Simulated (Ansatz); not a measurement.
Basis-set extrapolation for `OBSCO` (PBE0-D4/def2-TZVP geometry, frozen core, the Gaussian-basis code of Ansatz). Multiplicity 1, RHF reference.

```tsv
	def2-TZVPP	def2-QZVPP
HF	-612.890412	-612.911871
MP2 correlation	-0.927486	-1.000327
CCSD(T) correlation	-1.001795	not run
```

Energies in hartree. Use E(X) = E(∞) + A·exp(−7.88·√X) for Hartree–Fock and E(X) = E(∞) + B·X^(−2.97) for correlation, with X = 3 and 4, and add CCSD(T) minus MP2 of the smaller set to the MP2 limit.

Problem. What is the CCSD(T) energy at the basis-set limit?

Solution. HF limit: -612.911871 + (-0.021459) × 0.13774 = -612.91483. MP2 limit: -1.000327 + (-0.072841) × 0.74074 = -1.05428. Higher-order term: -1.001795 − (-0.927486) = -0.07431. Total: -614.04342 hartree, 4.11 eV below CCSD(T)/def2-TZVPP.
